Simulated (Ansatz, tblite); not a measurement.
Isomers of Zr3O7H2 (singlet), found by a short tight-binding search and relaxed with PBE0-D4/def2-SVP in Ansatz.

In the def2 sets Zr takes a core potential; there is no spin–orbit coupling. The xTB rows come from tblite. Correlated methods freeze 7 core orbitals; core or outer-core shells of Zr are correlated, in sets that lack core-valence functions.

A: At MP2/def2-TZVP, B2PLYP/def2-TZVP the test of the restricted singlet for broken spin symmetry was undecided. It holds 2 O–O bonds. B: At MP2/def2-TZVP, B2PLYP/def2-TZVP the test of the restricted singlet for broken spin symmetry was undecided. It holds 1 O–O bond. C: At B2PLYP/def2-TZVP, MP2/def2-TZVP the test of the restricted singlet for broken spin symmetry was undecided. It holds 1 O–O bond.

Other spin states weren't relaxed.

A:

```xyz
12

Zr    1.135   -0.438    1.546
Zr    0.971   -0.091   -1.577
Zr   -1.544    0.424    0.136
O     0.436    1.022    0.024
O    -1.086   -1.108    1.445
O     2.374   -0.117    2.734
O     1.784   -1.189   -0.275
O    -0.914    0.186    2.122
O    -1.014   -0.932   -1.397
O    -1.127    0.418   -1.975
H    -3.150    1.395    0.185
H     2.135    0.429   -2.969
```

B:

```xyz
12

Zr    1.200    0.774   -1.420
Zr   -1.401    1.208    0.274
Zr    0.070   -1.459    0.496
O    -0.264    2.370   -1.075
O     0.469    0.536    0.728
O    -1.762   -0.702    0.335
O    -1.028    1.318   -1.777
O     0.958   -1.256   -1.179
O     0.575   -2.802    1.801
O     2.785    1.295   -1.947
H     0.944   -3.486    2.360
H    -2.544    2.204    1.403
```

C:

```xyz
12

Zr   -1.992    0.570   -0.294
Zr    1.080    0.585    0.498
Zr   -0.046   -1.721   -1.149
O    -3.679    0.763    0.130
O    -0.432   -0.817    0.615
O    -0.590    1.845    0.815
O     2.509    0.851    1.761
O    -0.143    1.891   -0.592
O    -1.571   -0.793   -1.791
O     1.529   -0.547   -1.050
H     3.261    0.992    2.336
H     0.075   -3.619   -1.281
```

**Question.** Estimate which lies lowest at each level, and how far above it the others are (kcal/mol).

**Answer.** 
| level | A | B | C |
| --- | --- | --- | --- |
| GFN1-xTB | 65.6 | 0.7 | 0.0 |
| GFN2-xTB | 16.2 | 0.0 | 0.9 |
| HF/def2-TZVP | 116.4 | 1.5 | 0.0 |
| PBE-D4/def2-TZVP | 106.0 | 0.3 | 0.0 |
| r2SCAN-D4/def2-TZVP | 108.0 | 1.0 | 0.0 |
| B97M-V/def2-TZVP | 103.4 | 1.4 | 0.0 |
| PBE0-D4/def2-TZVP | 109.6 | 0.6 | 0.0 |
| B2PLYP/def2-TZVP | 112.9 | 1.3 | 0.0 |
| MP2/def2-TZVP | 116.4 | 1.6 | 0.0 |
Point groups (tolerance 0.1 Å): A not assigned, B not assigned, C not assigned. Lower isomers may exist.
